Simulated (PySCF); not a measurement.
## BeF₂: map over both bonds

Level of theory: PBE0 in PySCF with Be def2-TZVP, F def2-TZVP; no relativity; density-fitted integrals.

Rigid scan from the singlet minimum (Be–F 1.378 Å (×2); F–Be–F 180.0°). Coordinate: rows scale the first bond (Be–F), columns the second (Be–F). Energies in kJ/mol from the minimum.

Q: Give the energy map for rows 0.94, 0.97, 1.00, 1.04, 1.09, 1.15 and columns 0.94, 0.97, 1.00, 1.04, 1.09, 1.15.

A: 
| scale \ scale | 0.94 | 0.97 | 1.00 | 1.04 | 1.09 | 1.15 |
| --- | --- | --- | --- | --- | --- | --- |
| 0.94 | 28.5 | 17.3 | 13.6 | 17.3 | 32.5 | 60.6 |
| 0.97 | 17.3 | 6.6 | 3.1 | 7.3 | 22.9 | 51.5 |
| 1.00 | 13.6 | 3.1 | 0.0 | 4.6 | 20.6 | 49.7 |
| 1.04 | 17.3 | 7.3 | 4.6 | 9.7 | 26.2 | 55.8 |
| 1.09 | 32.5 | 22.9 | 20.6 | 26.2 | 43.4 | 73.6 |
| 1.15 | 60.6 | 51.5 | 49.7 | 55.8 | 73.6 | 104.4 |

Q: And the size of the dipole moment (D) on the same grid?

A: 
```tsv
scale \ scale	0.94	0.97	1.00	1.04	1.09	1.15
0.94	0.00	0.17	0.34	0.56	0.84	1.17
0.97	0.17	0.00	0.17	0.39	0.67	1.00
1.00	0.34	0.17	0.00	0.22	0.50	0.84
1.04	0.56	0.39	0.22	0.00	0.28	0.61
1.09	0.84	0.67	0.50	0.28	0.00	0.33
1.15	1.17	1.00	0.84	0.61	0.33	0.00
```
